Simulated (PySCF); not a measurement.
Ionisation energy of Pr⁴⁷⁺ by level of theory

Pr⁴⁷⁺ [Ne] 3s2 → Pr⁴⁸⁺ [Ne] 3s1 [3s1/2^1, M_J = 1/2], as a difference of total energies. Calculation: PySCF 2.14, in an even-tempered Gaussian basis (18 s from 12 bohr⁻², ratio 2.4; 14 p from 15 bohr⁻², ratio 2.4; 4 d from 50 bohr⁻², ratio 2.6; 4 f from 75 bohr⁻², ratio 2.6); the two-component X2C-1e Hamiltonian. Correlated levels: 1s2 frozen; the 54 highest virtual spinors dropped. "Screened" scales the spin-orbit matrix elements by Boettger's factors to mimic the two-electron term; Breit and QED terms are absent.

```
                    method  ionisation energy (eV)
           GHF (spin-free)                  4032.2
 GHF (screened spin-orbit)                  4032.0
GMP2 (screened spin-orbit)                  4035.6
```

Question: How much does correlation contribute at GMP2 (screened spin-orbit)?

Answer: 4035.6 − (4032.0) = 3.6 eV, measured against GHF (screened spin-orbit).

Breit and QED terms and the two-electron picture change are absent.

For comparison: 4030 ± 4 eV (theoretical estimate listed by NIST; NIST Atomic Spectra Database, ionization energies).
